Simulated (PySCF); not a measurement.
**Simulated characterisation data**

Level of theory: structure optimised with GFN2-xTB, NMR shieldings at PBE0/pcSseg-1/GIAO, J couplings at B3LYP/pcJ-1 (spin–dipole term left out of most H,H and C,H couplings), in PySCF 2.14 (a single conformation, non-relativistic Hamiltonian, in vacuum, equivalent nuclei averaged).

Chemical shifts δ = σref − σ; 1H (31.72 ppm), 13C (186.93 ppm) against TMS, all at this level. Multiplet labels drop J under 1 Hz and among equivalent protons, and merge close values. Unscaled 3J(H,H) run several per cent high. Splittings of carbon signals by F and P are missing where no couplings were computed. Where no couplings were computed, multiplicities follow the n + 1 count of equivalent neighbours, and m marks all less simple cases (inequivalent or close neighbours, rings, F or P nearby). One-bond C–F couplings are unscaled and too large by tens of Hz. Shifts are as computed. Against solution values, carbons near 30 ppm lie about +3 ppm off and those near 130 ppm about +5 ppm. Of 1211 compounds with measured shifts, 218 miss one by over three times the rms of a fit or turn the order of signals round; such compounds aren't used in these exercises.

Compound 1 (C$_{5}$H$_{7}$F). 1H NMR (500 MHz, computed): δ 6.68 (m, 1H), 5.86 (dtd, J = 3.7, 2.8, 1.5 Hz, 1H), 5.58 (dt, J = 6.9, 2.6 Hz, 1H), 5.48 (dtd, J = 53.0, 2.7, 1.0 Hz, 2H), 5.33 (dd, J = 13.1, 1.5 Hz, 1H), 5.12 (d, J = 19.3 Hz, 1H). 13C{1H} NMR (computed): δ 149.5 (d, J = 12.2 Hz), 144.5 (d, J = 2.6 Hz), 123.1 (d, J = 14.4 Hz), 117.8, 85.7 (d, J = 226.5 Hz). Structure: SMILES C=CC(=C)CF.

Compound 2 (C$_{7}$H$_{7}$FO$_{3}$). 1H NMR (500 MHz, computed): δ 7.99 (s, 1H), 6.89 (m, 1H), 6.60 (m, 1H), 6.31 (m, 1H), 6.27 (m, 1H), 5.62 (m, 1H), 5.62 (m, 1H). 13C{1H} NMR (computed): δ 162.4, 149.6, 145.3, 138.5, 123.7, 119.4, 115.6. Structure: `C=C[C@@]1(OC=O)C=C[C@H](F)O1`.

Compound 3 (C$_{3}$H$_{9}$ClOSi$_{2}$). 1H NMR (500 MHz, computed): δ 7.34 (m, 1H), 6.75 (m, 1H), 5.47 (d, 2H), 5.18 (d, 2H), 3.76 (s, 3H). 13C{1H} NMR (computed): δ 162.6, 152.0, 51.3. Structure: `C(=C/[SiH2]OC)/[SiH2]Cl`.
